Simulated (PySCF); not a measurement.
Species: C4H10Si.
Bonds: C1–C2, C2–C3, C3–Si4, Si4–C5, C2–C5. Hydrogens: H6, H7, H8 on C1; H9 on C2; H10, H11 on C3; H12, H13 on Si4; H14, H15 on C5.

Computed by this run: PySCF 2.14.0, PBE0-D3(BJ)/def2-SVP geometry optimisation, gas phase; density fitting, grid level 1; the optimiser is geomeTRIC in internal coordinates, started from a GFN2-xTB structure with every atom displaced at random (about 0.01 Å).

The end geometry, which sets the zero of energy:
```
atom  x, y, z in Å
C1     -1.8222   -0.5178    0.0516
C2     -0.3933   -0.3800    0.5442
C3      0.6791   -1.2069   -0.2219
Si4     1.9011    0.1762    0.2023
C5      0.2335    1.0412    0.4434
H6     -2.1715   -1.5602    0.1226
H7     -1.8995   -0.2087   -1.0040
H8     -2.5110    0.1119    0.6372
H9     -0.3550   -0.6856    1.6056
H10     0.8217   -2.2473    0.1023
H11     0.4622   -1.2059   -1.3043
H12     2.6487   -0.0516    1.4782
H13     2.8624    0.6710   -0.8326
H14     0.0367    1.7246    1.2814
H15    -0.0835    1.5351   -0.4914
```

**Question.** These geometries come from the run, each turned onto the end geometry. Order them by energy, lowest first.
A.
```
atom  x, y, z in Å
C1     -1.7843   -0.4662   -0.0892
C2     -0.4262   -0.4043    0.5868
C3      0.6854   -1.2638   -0.0914
Si4     1.8727    0.1999    0.1142
C5      0.2286    1.0129    0.5904
H6     -2.1965   -1.4886   -0.0810
H7     -1.7071   -0.1465   -1.1419
H8     -2.5096    0.1961    0.4103
H9     -0.5375   -0.7402    1.6319
H10     0.9076   -2.2190    0.4060
H11     0.4544   -1.4835   -1.1479
H12     2.8814    0.0697    1.2120
H13     2.5715    0.7067   -1.1087
H14     0.1429    1.5692    1.5352
H15    -0.1741    1.6537   -0.2120
```
B.
```
atom  x, y, z in Å
C1     -1.8265   -0.5214    0.0355
C2     -0.3999   -0.3635    0.5296
C3      0.6751   -1.2120   -0.2244
Si4     1.8907    0.1692    0.1983
C5      0.2393    1.0569    0.4456
H6     -2.1446   -1.5707    0.1127
H7     -1.9134   -0.2161   -1.0205
H8     -2.5286    0.0958    0.6201
H9     -0.3684   -0.6694    1.5909
H10     0.8190   -2.2349    0.1526
H11     0.4623   -1.2474   -1.3022
H12     2.6679   -0.0435    1.4586
H13     2.8432    0.6629   -0.8476
H14     0.0744    1.6958    1.3251
H15    -0.0815    1.5944   -0.4597
```
C.
```
atom  x, y, z in Å
C1     -1.7524   -0.4798   -0.1160
C2     -0.4461   -0.4106    0.6040
C3      0.6551   -1.2411   -0.0750
Si4     1.9405    0.2145    0.0857
C5      0.2345    0.9772    0.5881
H6     -2.1715   -1.4653   -0.1297
H7     -1.6471   -0.1254   -1.1502
H8     -2.4856    0.1979    0.3638
H9     -0.5871   -0.7371    1.6553
H10     0.8963   -2.1744    0.4547
H11     0.4091   -1.4911   -1.0859
H12     2.9007    0.0880    1.1698
H13     2.5060    0.7077   -1.1484
H14     0.1590    1.5117    1.5562
H15    -0.2023    1.6238   -0.1577
```
D.
```
atom  x, y, z in Å
C1     -1.8262   -0.5224    0.0516
C2     -0.3946   -0.3688    0.5304
C3      0.6770   -1.2075   -0.2309
Si4     1.8973    0.1715    0.2039
C5      0.2360    1.0519    0.4340
H6     -2.1544   -1.5708    0.1260
H7     -1.9207   -0.2131   -1.0024
H8     -2.5187    0.0953    0.6454
H9     -0.3476   -0.6714    1.5928
H10     0.8119   -2.2417    0.1155
H11     0.4649   -1.2147   -1.3126
H12     2.6410   -0.0527    1.4825
H13     2.8717    0.6624   -0.8221
H14     0.0507    1.7146    1.2909
H15    -0.0791    1.5635   -0.4903
```

**Answer.** D (0.003 eV), B (0.011 eV), A (0.036 eV), C (0.266 eV).

In the order of the answer:

```
step  E above end (eV)  largest force (eV/Å)  rms force component (eV/Å)  rms distance from end (Å)  rms bond change (Å)  bond most changed (Å)
   7             0.003                  0.16                       0.041                      0.017                0.001           C2–C3 +0.003
   6             0.011                  0.35                       0.091                      0.035                0.003           C2–C3 +0.008
   2             0.036                  0.08                       0.023                      0.256                0.002           C2–C5 +0.005
   0             0.266                  2.68                       0.660                      0.301                0.030          C3–Si4 +0.055
```

The cost below is that of the whole optimisation. Time: 57 s wall; peak memory 0.50 GiB. Hardware: one thread of an Arm Neoverse V1, shared host with 32 logical CPUs at a one-minute load of 10.
